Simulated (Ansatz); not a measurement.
Geometry optimisation, RKS B3LYP-D4/def2-SVP in Ansatz.

The input (input.yaml):

```yaml
crystal:
  periodic: [false, false, false]
  atoms:
    - { symbol: C, position_ang: [-1.7017, -1.0664, -0.5181] }
    - { symbol: C, position_ang: [-0.2724, -1.3155, -0.7402] }
    - { symbol: B, position_ang: [0.5781, -0.6457, 0.4034] }
    - { symbol: "N", position_ang: [1.7328, 0.4283, 0.1029] }
    - { symbol: Si, position_ang: [1.1011, 1.9423, 0.8292] }
    - { symbol: H, position_ang: [-2.3386, -1.48, -1.3448] }
    - { symbol: H, position_ang: [-2.0692, -1.4333, 0.4458] }
    - { symbol: H, position_ang: [-1.8993, 0.0911, -0.5585] }
    - { symbol: H, position_ang: [0.0479, -0.9032, -1.6878] }
    - { symbol: H, position_ang: [-0.0995, -2.4089, -0.7042] }
    - { symbol: H, position_ang: [0.4293, -0.9887, 1.5577] }
    - { symbol: H, position_ang: [1.6992, 0.5833, -0.9089] }
    - { symbol: H, position_ang: [-0.22241, 2.23045, 0.2778] }
    - { symbol: H, position_ang: [2.02198, 3.09677, 0.53386] }
    - { symbol: H, position_ang: [0.96464, 1.84347, 2.284] }
basis:
  gaussian: { orbitals: def2-SVP }
hamiltonian:
  xc: b3lyp
  dispersion: d4
relax:
  f_tol: 0.015
  max_steps: 40
```

Run as:

```bash
$ ansatz run input.yaml --threads 2 --pin off --max-ram 3072MiB --backend cpu --events-out ev --progress --plain --runs-dir out
```

Q: Where does it end, and by what steps?

A: It converged. After 23 steps the energy has fallen by 1.247 eV; H13 moved furthest, 1.79 Å.

| step | energy less start (eV) | largest force component (eV/Å) | accepted |
| --- | --- | --- | --- |
| 0 | 0.0000 | 3.658 | yes |
| 1 | -0.6344 | 2.335 | yes |
| 2 | -0.8911 | 1.536 | yes |
| 3 | -1.0278 | 0.381 | yes |
| 4 | -1.1053 | 0.233 | yes |
| 5 | -1.1609 | 0.171 | yes |
| 6 | -1.1988 | 0.161 | yes |
| 7 | -1.2168 | 0.272 | yes |
| 8 | -1.2249 | 0.135 | yes |
| 9 | -1.2308 | 0.127 | yes |
| 10 | -1.2336 | 0.101 | yes |
| 11 | -1.2360 | 0.095 | yes |
| 12 | -1.2379 | 0.066 | yes |
| 13 | -1.2416 | 0.062 | yes |
| 14 | -1.2422 | 0.107 | yes |
| 15 | -1.2438 | 0.061 | yes |
| 16 | -1.2442 | 0.103 | yes |
| 17 | -1.2452 | 0.022 | yes |
| 18 | -1.2457 | 0.041 | yes |
| 19 | -1.2460 | 0.033 | yes |
| 20 | -1.2464 | 0.017 | yes |
| 21 | -1.2465 | 0.017 | yes |
| 22 | -1.2466 | 0.016 | yes |
| 23 | -1.2466 | 0.006 | yes |

```xyz
15
Properties=species:S:1:pos:R:3
C -1.806 -1.655 -0.683
C -0.327 -1.251 -0.802
B 0.143 -0.208 0.287
N 0.882 0.949 -0.034
Si 1.496 2.179 1.067
H -2.083 -2.434 -1.412
H -2.033 -2.046 0.323
H -2.475 -0.795 -0.854
H -0.109 -0.898 -1.828
H 0.300 -2.155 -0.660
H -0.120 -0.398 1.456
H 1.086 1.091 -1.024
H 0.933 3.519 0.722
H 2.983 2.276 0.967
H 1.102 1.800 2.448
```

Run time: 49 s on 2 threads of Intel(R) Xeon(R) 6975P-C (Granite Rapids), with other jobs on the host, peak memory 0.3 GiB.
